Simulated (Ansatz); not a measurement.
C$_{3}$H$_{8}$Cl$_{3}$NSn, SMILES `CC(C)[NH][Sn]([Cl])([Cl])[Cl]`. The species carries charge 0 and has multiplicity 1. Correlated methods include outer-core shells of Sn, which these sets cover unevenly. Sn takes the def2 core potential.

Cartesian coordinates in Å:
```
C 0.185 -1.420 0.401
C -0.204 0.009 0.722
C -1.547 0.074 1.428
N -0.303 0.785 -0.519
Sn 1.225 0.839 -1.800
Cl 3.306 0.752 -0.792
Cl 1.168 -0.902 -3.299
Cl 1.045 2.806 -2.985
H 0.219 -2.019 1.313
H -0.534 -1.868 -0.288
H 1.180 -1.482 -0.053
H 0.559 0.429 1.395
H -2.328 -0.359 0.798
H -1.510 -0.477 2.370
H -1.825 1.107 1.656
H -0.638 1.726 -0.346
```

(1) Give the diagnostics of a CCSD(T)/def2-TZVPP run (frozen core, the Gaussian-basis code of Ansatz). (Estimate.)

Results:

(1) The calculation gave: T1 = 0.0111, largest single amplitude 0.028, largest double 0.014, (T) share of the correlation energy 4.0 %, 10 CCSD cycles. The RHF solution is stable towards an unrestricted one. T1 lies under the customary mark of 0.02 for closed shells.
